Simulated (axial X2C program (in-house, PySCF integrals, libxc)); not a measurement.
**Outer orbitals of Ga₂ at 2.440 Å, HF**

All values were computed with an in-house all-electron X2C program for linear molecules (integrals from PySCF). Spin-free means the one-electron spin-free X2C Hamiltonian; two-component (2c) means X2C with spin–orbit coupling and atomic mean-field two-electron Coulomb and Gaunt terms, so the difference of the two also holds small scalar two-electron terms. Basis: Ga dyall-cv3z [9s9p7d4f1g] (cores contracted in-house); Gaussian nuclei, density fitting, unrestricted open shells. Masses: Ga 68.926 u.

The distance is close to the 2c PBE0 minimum; the highest filled and lowest empty levels are listed.

Spin-free orbitals, state M_S = 1, Λ = 0 (beyond evenly filled blocks: π+α, π-α) (Löwdin shares):

| symmetry | occupied | ε (eV) | atomic character |
| --- | --- | --- | --- |
| π-α | yes | -32.07 | 100% Ga d |
| π+α | yes | -32.07 | 100% Ga d |
| π-β | yes | -32.03 | 100% Ga d |
| π+β | yes | -32.03 | 100% Ga d |
| δ-α | yes | -31.91 | 100% Ga d |
| δ+α | yes | -31.91 | 100% Ga d |
| π-α | yes | -31.88 | 100% Ga d |
| π+α | yes | -31.88 | 100% Ga d |
| δ+α | yes | -31.87 | 100% Ga d |
| δ-α | yes | -31.87 | 100% Ga d |
| δ-β | yes | -31.87 | 100% Ga d |
| δ+β | yes | -31.87 | 100% Ga d |
| π-β | yes | -31.86 | 100% Ga d |
| π+β | yes | -31.86 | 100% Ga d |
| δ-β | yes | -31.85 | 100% Ga d |
| δ+β | yes | -31.85 | 100% Ga d |
| σβ | yes | -31.80 | 100% Ga d |
| σα | yes | -31.78 | 100% Ga d |
| σα | yes | -15.90 | 85% Ga s, 12% Ga p |
| σβ | yes | -13.30 | 88% Ga s, 7% Ga p, 5% Ga d |
| σα | yes | -10.30 | 65% Ga s, 28% Ga p, 7% Ga d |
| σβ | yes | -9.39 | 63% Ga s, 32% Ga p |
| π-α | yes | -6.40 | 93% Ga p, 6% Ga d |
| π+α | yes | -6.40 | 93% Ga p, 6% Ga d |
| σα | no | -0.44 | 83% Ga p, 17% Ga s |
| σβ | no | -0.14 | 86% Ga p, 13% Ga s |
| π+β | no | 0.66 | 99% Ga p |
| π-β | no | 0.66 | 99% Ga p |

Spinors with spin–orbit coupling (state Ω = 1):

```json
{"ω": "-1/2", "occupied": "yes", "ε (eV)": "-31.84", "atomic character": "100% Ga d", "λ mixture": "73% π, 27% σ"}
{"ω": "1/2", "occupied": "yes", "ε (eV)": "-31.83", "atomic character": "100% Ga d", "λ mixture": "73% π, 27% σ"}
{"ω": "3/2", "occupied": "yes", "ε (eV)": "-31.82", "atomic character": "100% Ga d", "λ mixture": "60% π, 40% δ"}
{"ω": "-3/2", "occupied": "yes", "ε (eV)": "-31.80", "atomic character": "100% Ga d", "λ mixture": "67% π, 33% δ"}
{"ω": "5/2", "occupied": "yes", "ε (eV)": "-31.72", "atomic character": "100% Ga d", "λ mixture": "100% δ"}
{"ω": "-1/2", "occupied": "yes", "ε (eV)": "-31.69", "atomic character": "100% Ga d", "λ mixture": "80% σ, 20% π"}
{"ω": "3/2", "occupied": "yes", "ε (eV)": "-31.69", "atomic character": "100% Ga d", "λ mixture": "79% π, 21% δ"}
{"ω": "-3/2", "occupied": "yes", "ε (eV)": "-31.68", "atomic character": "100% Ga d", "λ mixture": "83% π, 17% δ"}
{"ω": "5/2", "occupied": "yes", "ε (eV)": "-31.68", "atomic character": "100% Ga d", "λ mixture": "100% δ"}
{"ω": "-5/2", "occupied": "yes", "ε (eV)": "-31.68", "atomic character": "100% Ga d", "λ mixture": "100% δ"}
{"ω": "1/2", "occupied": "yes", "ε (eV)": "-31.67", "atomic character": "100% Ga d", "λ mixture": "79% σ, 21% π"}
{"ω": "-5/2", "occupied": "yes", "ε (eV)": "-31.66", "atomic character": "100% Ga d", "λ mixture": "100% δ"}
{"ω": "1/2", "occupied": "yes", "ε (eV)": "-15.90", "atomic character": "85% Ga s, 12% Ga p", "λ mixture": "100% σ"}
{"ω": "-1/2", "occupied": "yes", "ε (eV)": "-13.30", "atomic character": "88% Ga s, 7% Ga p, 5% Ga d", "λ mixture": "100% σ"}
{"ω": "1/2", "occupied": "yes", "ε (eV)": "-10.30", "atomic character": "65% Ga s, 28% Ga p, 7% Ga d", "λ mixture": "100% σ"}
{"ω": "-1/2", "occupied": "yes", "ε (eV)": "-9.39", "atomic character": "63% Ga s, 32% Ga p", "λ mixture": "100% σ"}
{"ω": "-1/2", "occupied": "yes", "ε (eV)": "-6.44", "atomic character": "93% Ga p, 6% Ga d", "λ mixture": "100% π"}
{"ω": "3/2", "occupied": "yes", "ε (eV)": "-6.36", "atomic character": "93% Ga p, 6% Ga d", "λ mixture": "100% π"}
{"ω": "1/2", "occupied": "no", "ε (eV)": "-0.43", "atomic character": "83% Ga p, 17% Ga s", "λ mixture": "100% σ"}
{"ω": "-1/2", "occupied": "no", "ε (eV)": "-0.14", "atomic character": "86% Ga p, 13% Ga s", "λ mixture": "100% σ"}
{"ω": "1/2", "occupied": "no", "ε (eV)": "0.64", "atomic character": "99% Ga p", "λ mixture": "100% π"}
{"ω": "-3/2", "occupied": "no", "ε (eV)": "0.68", "atomic character": "99% Ga p", "λ mixture": "100% π"}
```

Mulliken charges and populations of the two-component result (they depend on the basis, above all on diffuse functions):

Ga1 0.00 e (s 7.85 p 13.09 d 10.06), Ga2 0.00 e (s 7.85 p 13.09 d 10.06). ⟨Lz⟩ = 0.00 ħ and ⟨Sz⟩ = 1.00 ħ (0.50 and 0.50 on the two atoms), which add up to Ω.

The state is one determinant with fixed occupations, lowest in a PBE0 search at one distance only: followed along the bond, the spin-free determinant M_S = 1, Λ = 1 reaches 0.08 eV lower at PBE0, at Re = 2.690 Å, so the state shown is not the lowest. With several unpaired electrons one determinant need not be a pure state. Open-shell Ω = 0 determinants with evenly filled partner blocks cannot be reached by this program, so the Ω shown need not be the lowest component. This is the Ω = 1 component of a π² triplet; the 0⁺ component is not one determinant and can lie lowest.
